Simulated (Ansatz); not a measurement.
Reaction (hydrogenolysis of a C–C bond): `C=C[CH2][Al]([F])[F]` + H₂ → `[CH3][Al]([F])[F]` + `C=C`

Computed with Ansatz on PBE0-D4/def2-TZVP structures; ΔE is electronic, products minus reactants. CCSD(T)/CBS adds triple-zeta CCSD(T) − MP2 to the extrapolated MP2 energy (def2 sets, frozen cores). This one scheme is used for every species. DFT in def2-TZVPP. B3LYP here is the variant with VWN-RPA as its local correlation; programs differ in this. HSE06 is defined as in plane-wave codes. Each species was taken in one conformer, which may not be the lowest.

```
             level  ΔE (kcal/mol)  difference from CCSD(T)/CBS
       LDA (SPW92)           -9.3                          5.0
            PBE-D4          -11.9                          2.4
         revPBE-D4          -11.1                          3.2
           BLYP-D4          -14.6                         -0.3
         r2SCAN-D4          -11.5                          2.8
            B97M-V          -14.4                         -0.1
          B3LYP-D4          -15.1                         -0.8
        r2SCANh-D4          -11.9                          2.4
        r2SCAN0-D4          -12.4                          1.9
          HSE06-D4          -12.7                          1.6
          BHLYP-D4          -16.0                         -1.7
      CAM-B3LYP-D4          -15.9                         -1.6
           ωB97X-V          -14.0                          0.3
           ωB97M-V          -14.0                          0.3
            B2PLYP          -16.2                         -1.9
          PBE-QIDH          -13.3                          1.0
               PBE          -13.7                          0.6
            revPBE          -15.4                         -1.1
              BLYP          -18.3                         -4.0
            r2SCAN          -12.0                          2.3
           r2SCANh          -12.4                          1.9
             HSE06          -14.1                          0.2
             BHLYP          -18.4                         -4.1
         CAM-B3LYP          -17.5                         -3.2
           LC-ωPBE          -14.9                         -0.6
RPA@PBE/def2-TZVPP          -14.2                          0.1
       HF/def2-SVP          -21.3                         -7.0
      MP2/def2-SVP          -12.6                          1.7
     CCSD/def2-SVP          -16.0                         -1.7
     HF/def2-TZVPP          -21.6                         -7.3
    MP2/def2-TZVPP          -12.6                          1.7
SCS-MP2/def2-TZVPP          -14.6                         -0.3
   CCSD/def2-TZVPP          -16.1                         -1.8
CCSD(T)/def2-TZVPP          -14.5                         -0.2
     HF/def2-QZVPP          -21.7                         -7.4
    MP2/def2-QZVPP          -12.6                          1.7
SCS-MP2/def2-QZVPP          -14.6                         -0.3
      HF/CBS(def2)          -21.7                         -7.4
     MP2/CBS(def2)          -12.5                          1.8
    CCSD/CBS(def2)          -15.9                         -1.6
       CCSD(T)/CBS          -14.3                            0
```

What do rigid-rotor, harmonic-oscillator terms from PBE0-D4/def2-TZVP frequencies (298.15 K, 1 bar) make of the CCSD(T)/CBS value? (Estimate.)

The calculation gave: ΔZPE = +4.2 kcal/mol, ΔH = -10.8 kcal/mol, ΔS = 57 J/(mol·K), ΔG = -14.9 kcal/mol. Modes under 50 cm⁻¹ make the entropy rough.

Largest T1 diagnostic among the species: 0.012.

The D4 term adds +2.9 kcal/mol with B3LYP and +1.6 kcal/mol with PBE0; it sums over pairs of atoms, weighted by their polarisabilities, and B3LYP, whose exchange is more repulsive, gets the larger term. In def2-TZVPP, CCSD(T) changes the Hartree–Fock value by +7.1 kcal/mol (the triples alone add +1.6 kcal/mol) and MP2 by +8.9 kcal/mol. Leaving LDA and LC-ωPBE aside and taking each functional with its dispersion term where it has one, the values spread over 5.1 kcal/mol, from B2PLYP to revPBE-D4. LDA lies +4.3 kcal/mol from PBE without D4.
